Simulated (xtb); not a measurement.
xtb input (GFN1-xTB):

```bash
xtb mol.xyz --gfn 1 --sp --chrg -1 --uhf 0
```
mol.xyz:
```
7

F     -2.28438104     0.89211380    -0.55322820
Si    -1.30877206    -0.21792542     0.19425553
Si     1.07689898    -0.08226213    -0.54454403
F      1.52699693    -1.39324367     0.41842209
F      1.52588462     1.14490495     0.51496513
H     -1.97530295    -1.52681876    -0.16646086
H     -1.69497845    -0.06453133     1.64906848
```

Output:

```
           -------------------------------------------------
          |                Calculation Setup                |
           -------------------------------------------------

           -------------------------------------------------
          |                 G F N 1 - x T B                 |
           -------------------------------------------------

        Reference                      10.1021/acs.jctc.7b00118
      * Hamiltonian:
        H0-scaling (s, p, d)           1.850000    2.250000    2.000000
        zeta-weighting                 0.000000
      * Dispersion:
        s8                             2.400000
        a1                             0.630000
        a2                             5.000000
        s9                             0.000000
      * Repulsion:
        kExp                           1.500000
        rExp                           1.000000
      * Coulomb:
        alpha                          2.000000
        third order                    atomic
        anisotropic                    false
      * Halogen bond correction:
        rad-scale                      1.300000
        damping                        0.440000

          ...................................................
          :                      SETUP                      :
          :.................................................:
          :  # basis functions                  36          :
          :  # atomic orbitals                  34          :
          :  # shells                           16          :
          :  # electrons                        32          :
          :  # halogen bonds                     0          :
          :  max. iterations                   250          :
          :  Hamiltonian                  GFN1-xTB          :
          :  restarted?                      false          :
          :  GBSA solvation                  false          :
          :  PC potential                    false          :
          :  electronic temp.          300.0000000     K    :
          :  accuracy                    1.0000000          :
          :  -> integral cutoff          0.2500000E+02      :
          :  -> integral neglect         0.1000000E-07      :
          :  -> SCF convergence          0.1000000E-05 Eh   :
          :  -> wf. convergence          0.2000000E-04 e    :
          :  Broyden damping             0.4000000          :
          :  net charge                         -1          :
          :  unpaired electrons                  0          :
          ...................................................

 iter      E             dE          RMSdq      gap      omega  full diag
   1    -20.6085487 -0.206085E+02  0.582E+00    3.08       0.0  T
   2    -20.6488399 -0.402913E-01  0.317E+00    3.01       1.0  T
   3    -20.6494681 -0.628144E-03  0.954E-01    2.97       1.0  T
   4    -20.6495050 -0.369550E-04  0.943E-02    2.99       1.0  T
   5    -20.6495295 -0.244415E-04  0.168E-02    2.99       2.2  T
   6    -20.6495301 -0.628283E-06  0.549E-03    2.99       6.9  T
   7    -20.6495301 -0.778628E-08  0.131E-03    2.99      28.8  T
   8    -20.6495301 -0.191097E-08  0.111E-04    2.99     340.9  T
   9    -20.6495301 -0.660805E-11  0.330E-05    2.99    1144.0  T

   *** convergence criteria satisfied after 9 iterations ***

         #    Occupation            Energy/Eh            Energy/eV
      -------------------------------------------------------------
         1        2.0000           -0.6483026             -17.6412
       ...           ...                  ...                  ...
        10        2.0000           -0.3201614              -8.7120
        11        2.0000           -0.3194071              -8.6915
        12        2.0000           -0.3115665              -8.4782
        13        2.0000           -0.2977473              -8.1021
        14        2.0000           -0.2776171              -7.5543
        15        2.0000           -0.2456531              -6.6846
        16        2.0000           -0.1414942              -3.8503 (HOMO)
        17                         -0.0316335              -0.8608 (LUMO)
        18                         -0.0244089              -0.6642
        19                          0.0253214               0.6890
        20                          0.0717251               1.9517
        21                          0.1063337               2.8935
       ...                                ...                  ...
        34                          1.4962477              40.7150
      -------------------------------------------------------------
                  HL-Gap            0.1098607 Eh            2.9895 eV
             Fermi-level           -0.0865638 Eh           -2.3555 eV

 SCC (total)                   0 d,  0 h,  0 min,  0.009 sec
 SCC setup                      ...        0 min,  0.000 sec (  0.930%)
 Dispersion                     ...        0 min,  0.000 sec (  0.411%)
 classical contributions        ...        0 min,  0.000 sec (  0.151%)
 integral evaluation            ...        0 min,  0.002 sec ( 27.412%)
 iterations                     ...        0 min,  0.002 sec ( 26.347%)
 molecular gradient             ...        0 min,  0.004 sec ( 42.991%)
 printout                       ...        0 min,  0.000 sec (  1.654%)

         :::::::::::::::::::::::::::::::::::::::::::::::::::::
         ::                     SUMMARY                     ::
         :::::::::::::::::::::::::::::::::::::::::::::::::::::
         :: total energy             -20.617044098852 Eh    ::
         :: gradient norm              0.032302950106 Eh/a0 ::
         :: HOMO-LUMO gap              2.989461527491 eV    ::
         ::.................................................::
         :: SCC energy               -20.649530096662 Eh    ::
         :: -> electrostatic           0.161574870919 Eh    ::
         :: repulsion energy           0.034512156913 Eh    ::
         :: dispersion energy         -0.002026159103 Eh    ::
         :: halogen bond corr.         0.000000000000 Eh    ::
         :: add. restraining           0.000000000000 Eh    ::
         :: total charge              -1.000000000000 e     ::
         :::::::::::::::::::::::::::::::::::::::::::::::::::::

           -------------------------------------------------
          |                Property Printout                |
           -------------------------------------------------

    * Orbital Energies and Occupations

         #    Occupation            Energy/Eh            Energy/eV
      -------------------------------------------------------------
         1        2.0000           -0.6483026             -17.6412
       ...           ...                  ...                  ...
         4        2.0000           -0.4115521             -11.1989
         5        2.0000           -0.3629438              -9.8762
         6        2.0000           -0.3627146              -9.8700
         7        2.0000           -0.3540435              -9.6340
         8        2.0000           -0.3416529              -9.2968
         9        2.0000           -0.3246998              -8.8355
        10        2.0000           -0.3201614              -8.7120
        11        2.0000           -0.3194071              -8.6915
        12        2.0000           -0.3115665              -8.4782
        13        2.0000           -0.2977473              -8.1021
        14        2.0000           -0.2776171              -7.5543
        15        2.0000           -0.2456531              -6.6846
        16        2.0000           -0.1414942              -3.8503 (HOMO)
        17                         -0.0316335              -0.8608 (LUMO)
        18                         -0.0244089              -0.6642
Note: The following floating-point exceptions are signalling: IEEE_DENORMAL
normal termination of xtb
        19                          0.0253214               0.6890
        20                          0.0717251               1.9517
        21                          0.1063337               2.8935
        22                          0.1214467               3.3047
        23                          0.1289154               3.5080
        24                          0.1791360               4.8745
        25                          0.1987117               5.4072
        26                          0.3227963               8.7837
        27                          0.3521421               9.5823
       ...                                ...                  ...
        34                          1.4962477              40.7150
      -------------------------------------------------------------
                  HL-Gap            0.1098607 Eh            2.9895 eV
             Fermi-level           -0.0865638 Eh           -2.3555 eV

  Mulliken/CM5 charges         n(s)   n(p)   n(d)
     1F    -0.30617 -0.28910   1.788  5.519  0.000
     2Si    0.17605  0.00667   1.286  1.901  0.638
     3Si    0.05042  0.01212   1.505  1.790  0.655
     4F    -0.34079 -0.32205   1.796  5.545  0.000
     5F    -0.33555 -0.31659   1.794  5.542  0.000
     6H    -0.12749 -0.05090   1.127  0.000  0.000
     7H    -0.11647 -0.04014   1.116  0.000  0.000

Wiberg/Mayer (AO) data.
largest (>0.10) Wiberg bond orders for each atom

 ---------------------------------------------------------------------------
     #   Z sym  total        # sym  WBO       # sym  WBO       # sym  WBO
 ---------------------------------------------------------------------------
     1   9 F    1.207 --     2 Si   1.176
     2  14 Si   4.168 --     1 F    1.176     3 Si   1.058     6 H    0.940
                             7 H    0.932
     3  14 Si   3.334 --     5 F    1.104     4 F    1.093     2 Si   1.058
     4   9 F    1.146 --     3 Si   1.093
     5   9 F    1.154 --     3 Si   1.104
     6   1 H    0.989 --     2 Si   0.940
     7   1 H    0.992 --     2 Si   0.932
 ---------------------------------------------------------------------------

Topologies differ in total number of bonds
Writing topology from bond orders to xtbtopo.mol

 dipole moment from electron density (au)
     X       Y       Z
  -0.5309  -0.0423   0.0710  total (Debye):    1.366

           -------------------------------------------------
          | TOTAL ENERGY              -20.617044098852 Eh   |
          | GRADIENT NORM               0.032302950106 Eh/α |
          | HOMO-LUMO GAP               2.989461527491 eV   |
           -------------------------------------------------

------------------------------------------------------------------------
------------------------------------------------------------------------
 total:
 SCF:
```

It need not be the lowest isomer of its formula. Whether it binds its extra electron was not tested at this geometry.
